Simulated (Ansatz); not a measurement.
Species: C4H4NS, net charge 0, doublet state. It need not be the lowest isomer of its formula. 
Structure (B3LYP-D3(BJ)/def2-TZVP (Ansatz, a quantum-chemistry and plane-wave program) minimum search):
SMILES: Nc1c[c]sc1
```xyz
10

N      2.1753    -0.4407     0.8023
C      0.8973    -0.2268     0.2824
C      0.1119    -1.3069    -0.2634
C     -1.1082    -0.8507    -0.6106
S     -1.3983     0.7971    -0.3389
C      0.2166     0.9620     0.2988
H      2.7159    -1.1291     0.3005
H      2.7099     0.4021     0.9498
H      0.4592    -2.3258    -0.3521
H      0.5544     1.9185     0.6638
```
Charge 0, spin multiplicity 2.

Total electronic energies in hartree. Valence correlation only, unless marked. Open shells are spin-unrestricted. Spin-orbit coupling is left out. Non-relativistic. Basis-set limits of correlation are two-point, X^-3; Hartree-Fock from the larger set.

The UHF reference is spin-contaminated (<S^2> 0.35 over the pure value in the largest basis). 

```tsv
level	program	energy (Eh)
HF/STO-3G	Ansatz	-598.76551
HF/6-31G	Ansatz	-605.53691
BLYP/def2-TZVPD	Ansatz	-607.68392
revPBE-D3(BJ)/def2-TZVPD	Ansatz + dftd3	-607.66536
B2GP-PLYP/def2-TZVPD	Ansatz	-607.36480
SCS-MP2/cc-pV(T+d)Z	Ansatz	-606.71455
CCSD/STO-3G	Ansatz	-599.09922
CCSD/6-31G	Ansatz	-606.05994
CCSD(T)/CBS(cc-pV(T+d)Z,cc-pV(Q+d)Z)	Ansatz	-606.9646
```

Totals of different functionals don't rank their quality; only differences between species are comparable.
